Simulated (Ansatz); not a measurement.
Start from `[OH][In]([F])[F]` and change one atom or group to get `[OH][In]([F])[Br]`.

Ansatz, PBE0-D4/def2-TZVP geometries, multiplicity 1. Each molecule was computed in one conformer, which needn't be the lowest.

Elements past krypton have def2 core potentials. Scalar relativity is left out up to krypton. Spin–orbit coupling is left out; it splits and shifts lone-pair levels of the heavy atoms by tenths of an eV.

```json
{"property": "HOMO energy (PBE0/def2-TZVPP) / eV", "`[OH][In]([F])[F]`": "-9.66"}
{"property": "size of the dipole moment (PBE/def2-TZVPP) / D", "`[OH][In]([F])[F]`": "2.14"}
{"property": "size of the dipole moment (B3LYP/def2-TZVPP) / D", "`[OH][In]([F])[F]`": "2.19"}
{"property": "LUMO energy (ωB97M-V/def2-TZVPP) / eV", "`[OH][In]([F])[F]`": "-0.85"}
{"property": "LUMO energy (B3LYP/def2-TZVPP) / eV", "`[OH][In]([F])[F]`": "-3.24"}
{"property": "ideal-gas entropy at 298 K and 1 bar (rigid rotor, harmonic PBE0-D4/def2-TZVP) / J/(mol·K)", "`[OH][In]([F])[F]`": "332"}
```

**Question.** Give the same properties after the change, and the shifts. (An estimate is asked.)

**Answer.** Ansatz gave: 
```
                                                                                  property  `[OH][In]([F])[Br]`  shift
                                                        HOMO energy (PBE0/def2-TZVPP) / eV                -8.94   0.72
                                            size of the dipole moment (PBE/def2-TZVPP) / D                 2.43   0.29
                                          size of the dipole moment (B3LYP/def2-TZVPP) / D                 2.56   0.37
                                                     LUMO energy (ωB97M-V/def2-TZVPP) / eV                -0.77   0.08
                                                       LUMO energy (B3LYP/def2-TZVPP) / eV                -3.06   0.18
ideal-gas entropy at 298 K and 1 bar (rigid rotor, harmonic PBE0-D4/def2-TZVP) / J/(mol·K)                  353     21
```

With PBE0 the HOMO rises by 0.72 eV and the LUMO rises by 0.13 eV, so the gap narrows by about 0.59 eV. PBE moves the HOMO by 0.33 eV and ωB97M-V by 0.97 eV. Dipoles are sizes alone; their direction can turn.

B3LYP here is the variant with VWN-RPA as its local correlation; programs differ in this.
